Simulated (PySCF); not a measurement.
These 2 structures share the formula C6H13NSi2. Method used: PySCF, PBE0-D3(BJ)/def2-SVP geometry optimisation, gas phase. One conformer each; no zero-point energy, no entropy. No frequencies were run at this level. Point groups hold within 0.08 Å.

**Question.** Rank from lowest to highest electronic energy at this level (kcal/mol).
A. `[SiH3:1][C:2]#[C:3][SiH2:4][N:5]1[CH2:6][CH2:7][CH2:8][CH2:9]1` with C3–Si4–N5–C6 -77°, Si4–N5–C6–C7 -161°, N5–C6–C7–C8 -25°, C6–C7–C8–C9 2°, C7–C8–C9–N5 22°
B. `[SiH3:1][N:2]([SiH3:3])[C@@H:4]1[CH:5]=[CH:6][C@H:7]2[CH2:8][C@@H:9]12` with Si1–N2–C4–C5 40°

**Answer.** B (0.0), A (13.5).

As drawn, the lower has a three-membered ring and a C=C bond outside aromatic rings, which the higher lacks; the higher has a C≡C bond and an Si–C bond, which the lower lacks.

| SMILES | E (Eh) | E rel (kcal/mol) | dipole (D) | point group | A, B, C (MHz) |
| --- | --- | --- | --- | --- | --- |
| [SiH3]N([SiH3])[C@@H]1C=C[C@H]2C[C@@H]12 | -869.21137 | 0.0 | 1.38 | C1 | 1908, 883.2, 716.7 |
| [SiH3]C#C[SiH2]N1CCCC1 | -869.18983 | 13.5 | 1.40 | – | 2501, 422.5, 402.0 |
